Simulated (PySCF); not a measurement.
**[TeO2]2+, singlet: computed properties**

All numbers come from PySCF, PBE0, basis Te def2-TZVP with ECP28, O def2-TZVP (scalar-relativistic core potentials, no spin–orbit coupling, density fitting).

The structure is a minimum.

```
Point group                                                                   : D∞h
Bond lengths                                                                  : Te–O 1.739 Å (×2)
Bond angles                                                                   : O–Te–O 180.0°
Enthalpy at 298.15 K above 0 K                                                : 13.14 kJ/mol
Zero-point energy                                                             : 11.8 kJ/mol
Entropy at 298.15 K and 1 bar                                                 : 270.4 J/(mol K)
Principal quadrupole moments (Buckingham, traceless) about the centre of mass : -1.29, -1.29, 2.58 D Å
Principal polarisabilities                                                    : 18.3, 18.3, 48.3 bohr³
Rotational symmetry number                                                    : 2
Highest occupied level                                                        : -25.23 eV
Heat capacity Cp at 298.15 K                                                  : 49.6 J/(mol K)
Rotational constants                                                          : 0.1743 cm⁻¹
Lowest empty level                                                            : -20.56 eV
Dipole moment about the centre of mass                                        : 0.00 D
```

Harmonic modes (masses in u: Te 129.906, O 15.995):
```tsv
symmetry	ω (cm⁻¹)	IR (km/mol, summed over degenerate members)	μ (u)	type
πu	67	10.0	19.35	bend
σg+	879	0.0	15.99	stretch
σu+	963	5.1	19.35	stretch
```

In D∞h the vibrations span πu + σg+ + σu+. The σg+ mode carries no infrared intensity, as symmetry demands. With a centre of inversion only u modes can be infrared active and only g modes Raman active.

Charges (e):
| atom | Mulliken | Löwdin | polar tensor | Mayer order to Te1 |
| --- | --- | --- | --- | --- |
| Te1 | 1.93 | 1.99 | 1.72 | – |
| O2,3 | 0.03 | 0.01 | 0.14 | 2.07 |
Other Mayer orders above 0.3: O–O 0.40.

Mulliken populations on Te1 (electrons outside its core potential): s 3.52, p 8.06, d 10.36, f 0.12.

Outer orbital energies (eV). occupied: -27.57, -26.96, -26.96, -25.23, -25.23; empty: -20.56, -19.08, -19.08, -11.17.

Counting electrons, tellurium keeps none of its valence electrons outside its bonds, so the VSEPR class is AX2 and the expected shape is linear (D∞h), as computed.

This need not be the most stable arrangement of these atoms.

The final relaxation and frequency run took roughly 30 core-seconds on a shared host.
